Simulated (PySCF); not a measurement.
PySCF job for CH₈Cl₂Si₃, SMILES Cl[Si]([SiH3])(Cl)C[SiH3], B3LYP/pcSseg-1. Coordinates come from a B3LYP-D3(BJ)/def2-SVP optimisation. The structure was generated by enumeration, and PubChem lists no compound with its InChIKey, so it may never have been made. The values are those of a single conformer.

```python
import numpy as np
from pyscf import gto, scf, dft
from pyscf.prop.nmr import rks as nmr

mol = gto.M(
    atom='''
    Si    2.05223558    0.48378510   -1.85941356
    C     1.20017249   -0.83362416   -0.79610712
    Si   -0.20941469   -0.23340439    0.27041038
    Si   -2.10330497    0.52273009   -0.87881790
    Cl   -0.81449024   -1.78019622    1.53408563
    Cl    0.48424592    1.34348480    1.44993443
    H     1.02522624    1.26250209   -2.61126078
    H     2.96424553   -0.17438763   -2.83879096
    H     2.83673047    1.41342111   -1.00323799
    H     0.80157250   -1.62746994   -1.45244651
    H     1.95224631   -1.30641763   -0.14075268
    H    -1.76471480    1.72688977   -1.68946962
    H    -3.15751557    0.86525106    0.11608064
    H    -2.59789512   -0.55750118   -1.78232493
    ''',
    basis='pcSseg-1',
    charge=0,
    spin=0,
    max_memory=1600,
    verbose=3,
)
mf = dft.RKS(mol, xc='b3lyp').density_fit(auxbasis='def2-universal-jkfit')
mf.grids.level = 3
mf.conv_tol = 1e-10
mf.max_cycle = 100
mf.kernel()
n = nmr.NMR(mf)
n.verbose = 2
n.max_cycle_cphf = 60
sigma = n.kernel()
print('atom   isotropic/ppm   span/ppm')
for i, s in enumerate(sigma):
    w = np.linalg.eigvalsh((s + s.T) / 2)
    print(f'{mol.atom_symbol(i):2s}{i + 1:3d} {w.mean():14.3f} {w[2] - w[0]:11.3f}')
```

Output:

```
converged SCF energy = -1831.93453253082
atom   isotropic/ppm   span/ppm
Si  1        410.564      61.839
C   2        172.567      26.979
Si  3        280.061      35.024
Si  4        437.495      22.335
Cl  5        816.587     262.322
Cl  6        839.776     235.648
H   7         27.635       8.242
H   8         27.474       9.631
H   9         27.417       8.507
H  10         31.085      11.042
H  11         30.631      10.164
H  12         27.744       8.370
H  13         27.851       8.289
H  14         27.943       8.341
```

Self-consistency was reached.
